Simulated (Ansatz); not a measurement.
`C[Si](C)(C)Cl` + HCl → `C[Si](C)(Cl)Cl` + CH₄ at 400 K and 1 bar (ligand exchange at the Si–C bond).

Calculated with Ansatz (gas phase, PBE0-D4/def2-TZVP geometries, no zero-point term in ΔE). CCSD(T)/CBS adds triple-zeta CCSD(T) − MP2 to the extrapolated MP2 energy (def2 sets, frozen cores). This one scheme is used for every species.

```tsv
species	CCSD(T)/CBS energy (Eh)	H − E (kJ/mol)	S (J/(mol·K))
`C[Si](C)(C)Cl`	-868.53638	335.1	404.9
HCl	-460.38127	29.6	195.4
`C[Si](C)(Cl)Cl`	-1288.49641	239.9	396.9
CH₄	-40.46206	131.3	197.2
```

H − E and S are ideal-gas, rigid-rotor, harmonic terms from PBE0-D4/def2-TZVP. 1 Eh = 2625.50 kJ/mol, R = 8.31446 J/(mol·K).

Task: By hand: ΔE, ΔH, ΔS and ΔG.

Result: ΔE = (-1288.49641) + (-40.46206) − (-868.53638) − (-460.38127) = -0.04082 Eh = -107.2 kJ/mol. Δ(H − E) = 239.9 + 131.3 − 335.1 − 29.6 = 6.5, so ΔH = -100.7 kJ/mol. ΔS = 396.9 + 197.2 − 404.9 − 195.4 = -6.2 J/(mol·K). ΔG = -100.7 − 400 × (-6.2)/1000 = -98.2 kJ/mol.

Task: By hand: the equilibrium constant, and the temperature at which ΔG would vanish if ΔH and ΔS stayed fixed.

Result: log₁₀ K = −ΔG/(RT ln 10) = 12.8. ΔG = 0 at ΔH/ΔS = 16242 K, far beyond where these terms or the molecules hold.

The number of gas molecules stays the same, so ΔS is small and ΔH decides. A doubt of 5 kJ/mol in ΔE shifts log₁₀ K by 0.7 here. These are equilibria of isolated gas molecules and say nothing of rates. Largest T1 diagnostic: 0.009 (customary marks: 0.02 for closed shells, 0.045 for open ones).
